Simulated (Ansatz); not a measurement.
`[SiH3][OH+][InH3-]` → `[OH2+][InH3-]` + `[SiH2]` at 700 K and 1 bar (silylene formation by 1,1-elimination).

Isolated molecules relaxed with PBE0-D4/def2-TZVP in Ansatz; ΔE leaves out vibrations. CCSD(T)/CBS adds triple-zeta CCSD(T) − MP2 to the extrapolated MP2 energy (def2 sets, frozen cores). This one scheme is used for every species. Elements past krypton have def2 core potentials. For In outer-core shells are correlated without core-valence functions, which leaves a few kJ/mol of doubt a bond.

```csv
species,CCSD(T)/CBS energy (Eh),H − E (kJ/mol),S (J/(mol·K))
`[SiH3][OH+][InH3-]`,-558.27879,234.0,497.2
`[OH2+][InH3-]`,-267.96760,169.9,401.6
`[SiH2]`,-290.19011,56.3,240.4
```

H − E and S are ideal-gas, rigid-rotor, harmonic terms from PBE0-D4/def2-TZVP, for one conformer and one mirror image of each species. 1 Eh = 2625.50 kJ/mol, R = 8.31446 J/(mol·K).

Q: By hand: ΔE, ΔH, ΔS and ΔG.

A: ΔE = (-267.96760) + (-290.19011) − (-558.27879) = 0.12108 Eh = 317.9 kJ/mol. Δ(H − E) = 169.9 + 56.3 − 234.0 = -7.8, so ΔH = 310.1 kJ/mol. ΔS = 401.6 + 240.4 − 497.2 = 144.8 J/(mol·K). ΔG = 310.1 − 700 × (144.8)/1000 = 208.7 kJ/mol.

Q: By hand: the equilibrium constant, and the temperature at which ΔG would vanish if ΔH and ΔS stayed fixed.

A: log₁₀ K = −ΔG/(RT ln 10) = -15.6. ΔG = 0 at ΔH/ΔS = 2142 K.

The number of gas molecules changes by +1, which sets the sign of ΔS. A doubt of 5 kJ/mol in ΔE shifts log₁₀ K by 0.4 here. Other conformers and mirror images would add mixing entropy, several J/(mol·K) or more a flexible species. Modes under 60 cm⁻¹, often nearly free rotors, make the harmonic entropy too high. These are equilibria of isolated gas molecules and say nothing of rates. Largest T1 diagnostic: 0.014 (customary marks: 0.02 for closed shells, 0.045 for open ones).
